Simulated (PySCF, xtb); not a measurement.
C₂H₈O₂Si, SMILES O([SiH](O)C)C. Other conformers were not sampled.

Harmonic wavenumbers (cm⁻¹) from GFN2-xTB (xtb 6.7.1) at its own minimum, in rising order: 88, 94, 106, 142, 196, 269, 285, 329, 669, 708, 738, 774, 796, 825, 868, 901, 1132, 1139, 1159, 1384, 1413, 1479, 1488, 1490, 1498, 2203, 2947, 2972, 2984, 3042, 3046, 3072, 3700.

What does PBE0-D3(BJ)/def2-SVP (PySCF) give at its own minimum? (An estimate is asked for; the answer gives what the named calculation found.)

54, 95, 114, 150, 195, 246, 306, 354, 653, 704, 761, 778, 837, 859, 906, 961, 1175, 1180, 1230, 1271, 1424, 1425, 1474, 1475, 1479, 2198, 3000, 3067, 3075, 3131, 3175, 3179, 3949. Paired by order, the mean absolute difference is 47 cm⁻¹ and the zero-point energies are 62.8 and 64.2 kcal/mol.
